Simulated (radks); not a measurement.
Gd XVIII, configuration [Kr] 4d10 4f1.

Method: scalar-relativistic Kohn-Sham, SCAN, spin-unpolarised, spherical densities, finite nucleus; meta-GGA in the generalised Kohn-Sham scheme; Fermi nuclear charge, rms radius 5.1569 fm; computed with a radial shooting solver on a logarithmic mesh with Libxc functionals.

Energy parts (Ry):
part                       energy
total                 -22354.0844
kinetic                24016.0512
electron-nucleus      -53135.7103
Hartree                 7236.8381
exchange-correlation    -471.2634

Orbitals (lengths in bohr, moments of r in powers of bohr; <r^-3> diverges for s and p1/2):
orbital  occ.  eigenvalue (Ry)  <r^-3>      <r^4>
1s          2        -3716.266       -  1.142e-06
2s          2        -639.3423       -  0.0001816
2p          6        -571.8114   11430  0.0001359
3s          2        -165.0743       -   0.006944
3p          6        -143.9903    2409   0.007289
3d         10        -116.1986   323.3   0.005829
4s          2        -55.15491       -     0.1507
4p          6        -47.92896   580.6     0.1855
4d         10        -37.88445   70.12     0.2417
4f          1        -26.79866   13.30     0.3258

The highest occupied level is 4f at -364.61 eV. The density falls to 0.001 e/bohr^3 at r = 1.62 bohr.

Empty levels of this run are not shown, since the potential may be unsettled where no density lies.
